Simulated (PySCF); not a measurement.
Two-component Hartree-Fock for Pt⁺ (platinum, charge +1)

Start: [Xe] 4f14 5d9; 5d3/2 filled at m_j = -3/2, -1/2, +1/2, +3/2; 5d5/2 filled at m_j = -3/2, -1/2, +1/2, +3/2, +5/2. Calculated with PySCF 2.14 in x2c-SVPall-2c with one added diffuse shell each of s, d type (8s9p10d2f, 99 functions): generalised Hartree-Fock with the X2C-1e Hamiltonian and a Gaussian nucleus; one run each with spin-orbit coupling (SO) switched off, then screened by Boettger's factors. This is a chosen level, not necessarily the ground level.

```
spinor shell  electrons  ε, spin-free (eV)  ε, screened SO (eV)  weight of nominal j (screened SO)  rms radius, screened SO (bohr)
       1s1/2          2           -78834.6             -78806.3                              1.000                          0.0194
       2s1/2          2           -14005.9             -13997.3                              1.000                          0.0782
       2p1/2          2           -12150.2             -13393.8                              1.000                          0.0663
       2p3/2          4           -12150.2             -11658.9                              1.000                          0.0741
       3s1/2          2            -3363.5              -3360.8                              1.000                           0.200
       3p1/2          2            -2814.3              -3090.7                              1.000                           0.191
       3p3/2          4            -2814.3              -2703.2                              1.000                           0.207
       3d3/2          4            -2209.3              -2257.1                              1.000                           0.183
       3d5/2          6            -2209.3              -2175.1                              1.000                           0.186
       4s1/2          2            -765.02              -764.43                              1.000                           0.441
       4p1/2          2            -581.79              -648.50                              1.000                           0.447
       4p3/2          4            -581.79              -555.11                              1.000                           0.480
       4d3/2          4            -354.32              -364.62                              1.000                           0.497
       4d5/2          6            -354.32              -347.03                              1.000                           0.507
       5s1/2          2            -128.34              -128.49                              1.000                            1.03
       4f5/2          6            -99.474              -101.37                              0.999                           0.564
       4f7/2          8            -99.474              -97.872                              0.999                           0.566
       5p1/2          2            -78.021              -89.358                              0.999                            1.16
       5p3/2          4            -78.021              -73.559                              0.999                            1.20
       5d3/2          4            -19.762              -21.097                              0.968                            1.72
       5d5/2          5            -19.762              -19.135                              0.945                            1.84
```

```json
{"quantity": "E (hartree)", "spin-free": "-18398.44118", "screened SO": "-18425.19444"}
{"quantity": "M_J", "spin-free": "5/2", "screened SO": "5/2"}
{"quantity": "⟨J²⟩", "spin-free": "9.345", "screened SO": "10.492"}
{"quantity": "⟨L²⟩", "spin-free": "6.458", "screened SO": "7.022"}
{"quantity": "⟨S²⟩", "spin-free": "0.887", "screened SO": "1.197"}
```

The determinant has a definite M_J but mixes levels of different J.

Each row is a mean over spinors that exchange with the open shell spreads, by up to 4.227 eV (5p3/2).

Breit and QED terms are absent; they matter most for the inner s and p1/2 levels.

Densities and radii are taken from the X2C orbitals without a picture-change correction, which distorts them close to the nucleus.

Without spin-orbit coupling the j labels of p, d and f shells carry no meaning; the spin-free column gives the mean over the occupied spinors of each nl shell, and its ⟨J²⟩ belongs to a mixture of degenerate components.
